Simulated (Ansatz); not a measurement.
Reaction (substitution at a C–N bond): `CN[SiH2]N` + `[OH][InH][Cl]` → `C[O][InH][Cl]` + `N[SiH2]N`

Isolated molecules relaxed with PBE0-D4/def2-TZVP in Ansatz; ΔE leaves out vibrations. CCSD(T)/CBS adds triple-zeta CCSD(T) − MP2 to the extrapolated MP2 energy (def2 sets, frozen cores). This one scheme is used for every species. DFT in def2-TZVPP. HSE06 is defined as in plane-wave codes. def2 core potentials past Kr. For In outer-core shells are correlated without core-valence functions, which leaves a few kJ/mol of doubt a bond. One conformer a species, not always the lowest.

```csv
level,ΔE (kJ/mol),difference from CCSD(T)/CBS
r2SCAN-D4,17.7,-1.5
B97M-V,16.0,-3.2
HSE06-D4,21.1,1.9
BHLYP-D4,17.1,-2.1
CAM-B3LYP-D4,17.7,-1.5
ωB97X-V,18.8,-0.4
PBE,19.5,0.3
revPBE,19.4,0.2
PBE0,21.1,1.9
r2SCANh,18.4,-0.8
HSE06,21.0,1.8
MP2/def2-SVP,20.0,0.8
CCSD(T)/def2-SVP,16.9,-2.3
CCSD/def2-TZVPP,19.3,0.1
CCSD(T)/def2-TZVPP,19.1,-0.1
CCSD/CBS(def2),19.4,0.2
CCSD(T)/CBS,19.2,0
```

Largest T1 diagnostic among the species: 0.016.

Leaving LDA and LC-ωPBE aside and taking each functional with its dispersion term where it has one, the values, not all of them listed here, spread over 5.7 kJ/mol, from B97M-V to PBE-QIDH. In def2-TZVPP, CCSD(T) changes the Hartree–Fock value by +3.8 kJ/mol (the triples alone add −0.2 kJ/mol) and MP2 by +6.5 kJ/mol.
